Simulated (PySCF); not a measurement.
These are PBE-D3(BJ)/def2-TZVP // PBE-D3(BJ)/def2-SVP in PySCF values and carry that method's errors. All species are isolated molecules in the gas phase. One relaxed conformer stands for a flexible species; it need not be the lowest. Excitations are Tamm–Dancoff values on a coarser integration grid. The basis has no diffuse functions, so Rydberg states are missing or too high.

Reference species (SMILES): `[SiH2]([GeH2][SiH3])[SiH3]` (Si–Si–Ge–Si torsion 179°) (neutral, multiplicity 1).

| Property | Result |
|---|---|
| HOMO | -6.65 eV |
| S1–T1 gap (TDA) | 0.98 eV |

Changed species: `[GeH2]([SiH2][GeH2][SiH3])[SiH2][GeH2][SiH2][SiH3]` (n = 3; the reference has n = 1).

**Question.** Predict the effect on the HOMO and S1–T1 gap (TDA).

**Answer.** the HOMO rises by 0.49 eV, to -6.16 eV; the S1–T1 gap (TDA) falls by 0.30 eV, to 0.68 eV.
